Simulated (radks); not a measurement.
All-electron atom: F IV in [He] 2s2 2p2. Method: scalar-relativistic Kohn-Sham, LDA (Slater exchange, Perdew-Wang correlation), spin-polarised, spherical densities, finite nucleus; open shells are filled with parallel spins first; Fermi nuclear charge, rms radius 2.8976 fm; computed with a radial shooting solver on a logarithmic mesh with Libxc functionals.

Unscreened Slater integrals over Kohn-Sham orbitals (cm^-1). They are taken over the spin-up orbitals. Empty in this configuration: 3s.

\begin{tabular}{lr}
integral & value \\ \hline
F0(2p,2p) & 245580 \\
F2(2p,2p) & 114480 \\
F0(2p,2s) & 234640 \\
G1(2p,2s) & 140840 \\
F0(2p,1s) & 342040 \\
G1(2p,1s) & 46556 \\
F0(2p,3s) & 105300 \\
G1(2p,3s) & 9989.7 \\
F0(2s,2s) & 227430 \\
F0(2s,1s) & 320310 \\
G0(2s,1s) & 26777 \\
F0(2s,3s) & 104280 \\
G0(2s,3s) & 7862.5 \\
F0(1s,1s) & 1167000 \\
F0(1s,3s) & 118580 \\
G0(1s,3s) & 4430.6 \\
F0(3s,3s) & 80153 \\
\end{tabular}

Derived for the open shells (J is the average intra-shell exchange parameter used in DFT+U). 2p: J = F2/5 = 22900 cm^-1; in LS coupling 1D lies 6 F2/25 = 27470 cm^-1 above 3P.
